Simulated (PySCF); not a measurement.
## Spinor energies of Zn⁺ (zinc, charge +1)

Start: [Ar] 3d10 4s1; 4s1/2 filled at m_j = +1/2. Calculated with PySCF 2.14 in x2c-TZVPall-2c with one added diffuse shell each of s, p, d type (7s8p5d1f, 63 functions): generalised Hartree-Fock with the X2C-1e Hamiltonian and a Gaussian nucleus; one run each with spin-orbit coupling (SO) switched off, then screened by Boettger's factors. This is a chosen level, not necessarily the ground level.

```tsv
spinor shell	electrons	ε, spin-free (eV)	ε, screened SO (eV)	weight of nominal j (screened SO)	rms radius, screened SO (bohr)
1s1/2	2	-9739.3	-9739.1	1.000	0.0580
2s1/2	2	-1242.8	-1242.8	1.000	0.244
2p1/2	2	-1074.2	-1090.6	1.000	0.217
2p3/2	4	-1074.2	-1066.3	1.000	0.220
3s1/2	2	-167.15	-167.15	1.000	0.732
3p1/2	2	-114.94	-117.18	1.000	0.770
3p3/2	4	-114.94	-113.85	1.000	0.781
3d3/2	4	-30.168	-30.431	1.000	0.995
4s1/2	1	-16.991	-16.991	1.000	2.70
```

(1) Where does 3d5/2 lie, and what is the 3d spin-orbit splitting (screened SO)?

| quantity | spin-free | screened SO |
| --- | --- | --- |
| E (hartree) | -1793.94085 | -1793.99190 |
| M_J | 1/2 | 1/2 |
| ⟨J²⟩ | 0.751 | 0.751 |
| ⟨L²⟩ | 0.000 | 0.002 |
| ⟨S²⟩ | 0.751 | 0.753 |

Without spin-orbit coupling the j labels of p, d and f shells carry no meaning; the spin-free column gives the mean over the occupied spinors of each nl shell.

Results:

(1) At -29.993 eV, 0.438 eV above 3d3/2.
